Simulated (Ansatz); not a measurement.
Molecular dynamics, step by step

Si$_{2}$H$_{5}$Cl$_{3}$F$_{2}$, closed shell, PBE-D4/def2-SVP (Ansatz 0.2.0). Settings (timestep in fs, temperature in K; T counts 30 degrees of freedom):

```yaml
hamiltonian: {xc: pbe, dispersion: d4}
md: {n_steps: 30, timestep: 0.75, temperature: 1500, ensemble: nvt_nose_hoover, seed: 363, initial_velocities: maxwell_boltzmann}
```

Start, the saddle point found with PBE0-D4 in triple zeta (not stationary at another level):

| atom | x (Å) | y (Å) | z (Å) |
| --- | --- | --- | --- |
| Si1 | -1.5467 | 0.9039 | -0.5849 |
| Si2 | 0.2041 | -0.6468 | -0.5937 |
| Cl3 | -2.2657 | 1.0727 | -2.4883 |
| Cl4 | -3.1009 | 0.4347 | 0.6442 |
| Cl5 | -0.7893 | 2.7164 | -0.0109 |
| H6 | 0.9949 | -0.5526 | 1.8614 |
| F7 | -0.0282 | -0.7688 | 1.2983 |
| H8 | 1.9839 | -0.2243 | 0.7286 |
| F9 | 2.0531 | -0.2969 | 1.9478 |
| H10 | -0.0199 | -2.1052 | -0.6628 |
| H11 | 0.7665 | -0.3285 | -1.9545 |
| H12 | 1.7484 | -0.2046 | -0.1852 |

```json
{"step": "0", "time (fs)": "0.00", "potential energy less the start (meV)": "0.0", "kinetic energy (meV)": "1938.9", "T (K)": "1500"}
{"step": "2", "time (fs)": "1.50", "potential energy less the start (meV)": "77.4", "kinetic energy (meV)": "1863.3", "T (K)": "1441"}
{"step": "4", "time (fs)": "3.00", "potential energy less the start (meV)": "318.3", "kinetic energy (meV)": "1625.3", "T (K)": "1257"}
{"step": "6", "time (fs)": "4.50", "potential energy less the start (meV)": "558.6", "kinetic energy (meV)": "1386.7", "T (K)": "1073"}
{"step": "8", "time (fs)": "6.00", "potential energy less the start (meV)": "696.4", "kinetic energy (meV)": "1249.3", "T (K)": "967"}
{"step": "10", "time (fs)": "7.50", "potential energy less the start (meV)": "728.6", "kinetic energy (meV)": "1215.2", "T (K)": "940"}
{"step": "12", "time (fs)": "9.00", "potential energy less the start (meV)": "778.9", "kinetic energy (meV)": "1164.2", "T (K)": "901"}
{"step": "14", "time (fs)": "10.50", "potential energy less the start (meV)": "841.9", "kinetic energy (meV)": "1105.5", "T (K)": "855"}
{"step": "16", "time (fs)": "12.00", "potential energy less the start (meV)": "804.6", "kinetic energy (meV)": "1139.7", "T (K)": "882"}
{"step": "18", "time (fs)": "13.50", "potential energy less the start (meV)": "819.0", "kinetic energy (meV)": "1129.0", "T (K)": "873"}
{"step": "20", "time (fs)": "15.00", "potential energy less the start (meV)": "823.6", "kinetic energy (meV)": "1125.7", "T (K)": "871"}
{"step": "22", "time (fs)": "16.50", "potential energy less the start (meV)": "810.9", "kinetic energy (meV)": "1140.6", "T (K)": "882"}
{"step": "24", "time (fs)": "18.00", "potential energy less the start (meV)": "765.2", "kinetic energy (meV)": "1186.9", "T (K)": "918"}
{"step": "26", "time (fs)": "19.50", "potential energy less the start (meV)": "739.1", "kinetic energy (meV)": "1215.3", "T (K)": "940"}
{"step": "28", "time (fs)": "21.00", "potential energy less the start (meV)": "696.4", "kinetic energy (meV)": "1259.2", "T (K)": "974"}
{"step": "30", "time (fs)": "22.50", "potential energy less the start (meV)": "645.3", "kinetic energy (meV)": "1316.9", "T (K)": "1019"}
```

Step 6, positions (Å) and forces (eV/Å):

| atom | x | y | z | Fx | Fy | Fz |
| --- | --- | --- | --- | --- | --- | --- |
| Si1 | -1.496 | 0.879 | -0.594 | -1.307 | 0.388 | 0.820 |
| Si2 | 0.205 | -0.638 | -0.624 | 1.122 | -1.525 | -0.941 |
| Cl3 | -2.288 | 1.085 | -2.460 | -0.083 | -0.081 | -0.684 |
| Cl4 | -3.145 | 0.436 | 0.645 | 0.625 | 0.006 | -0.241 |
| Cl5 | -0.787 | 2.733 | -0.039 | 0.255 | 0.076 | 0.140 |
| H6 | 1.090 | -0.611 | 1.692 | -0.475 | 0.032 | 1.447 |
| F7 | -0.004 | -0.786 | 1.334 | -0.697 | -0.278 | -1.565 |
| H8 | 2.040 | -0.303 | 0.651 | 0.201 | 0.191 | -0.823 |
| F9 | 2.047 | -0.296 | 2.014 | 1.052 | 0.092 | -1.095 |
| H10 | 0.123 | -2.159 | -0.977 | -0.214 | 0.836 | 0.752 |
| H11 | 0.822 | -0.321 | -2.042 | -0.310 | 0.315 | 0.559 |
| H12 | 1.895 | -0.305 | -0.385 | -0.169 | -0.051 | 1.630 |

Last step (30):

```
12
angstrom
Si -1.4479 0.8348 -0.5547
Si 0.2717 -0.6740 -0.7269
Cl -2.3768 1.1262 -2.3854
Cl -3.2593 0.4448 0.6234
Cl -0.7646 2.7850 -0.1424
H 1.2801 -0.5348 2.3425
F 0.0318 -0.8774 1.2492
H 2.1740 -0.5919 0.4881
F 2.1250 -0.2802 2.2392
H 0.1478 -2.1786 -1.0884
H 1.0706 0.3625 -1.6179
H 2.2886 -0.7053 -0.3020
```

The run took 79 s on 2 CPU threads of an AMD EPYC 7R13 (shared host), with 0.77 GiB of host memory at its peak.
